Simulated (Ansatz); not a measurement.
`CC1[SiH2]C[SiH2]1`, relaxed with RKS PBE0-D4/def2-TZVP in Ansatz from a PBE-D4/def2-SVP geometry. The force threshold is 0.005 eV/Å; the program also tests the step.

Total charge 0; spin multiplicity 1.

Start:

```xyz
15

C     1.078    1.673    0.682
C    -0.060    0.680    0.450
Si   -0.617    0.147   -1.314
C    -0.977   -1.627   -0.688
Si    0.126   -1.201    0.819
H     0.827    2.690    0.312
H     1.332    1.773    1.759
H     2.003    1.355    0.157
H    -0.985    1.007    0.980
H    -1.762    0.908   -1.934
H     0.552    0.160   -2.267
H    -0.687   -2.480   -1.331
H    -2.041   -1.750   -0.395
H     1.549   -1.650    0.600
H    -0.338   -1.685    2.170
```

| step | energy (eV) | largest force (eV/Å) | largest move (Å) |
| --- | --- | --- | --- |
| 1 | -19020.6802 | 0.497 | 0.000 |
| 2 | -19020.7379 | 0.164 | 0.026 |
| 3 | -19020.7451 | 0.026 | 0.014 |
| 4 | -19020.7452 | 0.008 | 0.003 |
| 5 | -19020.7452 | 0.003 | 0.001 |

End:

```xyz
15

C     1.071    1.658    0.675
C    -0.060    0.671    0.444
Si   -0.608    0.142   -1.294
C    -0.966   -1.612   -0.683
Si    0.121   -1.184    0.804
H     0.821    2.658    0.309
H     1.318    1.755    1.737
H     1.981    1.342    0.159
H    -0.972    0.994    0.966
H    -1.743    0.892   -1.904
H     0.538    0.163   -2.245
H    -0.678   -2.451   -1.314
H    -2.014   -1.730   -0.393
H     1.527   -1.634    0.599
H    -0.338   -1.663    2.139
```

Run time 14 s (4 threads of an Intel Xeon 6975P-C on a shared host); peak host memory 0.72 GiB.
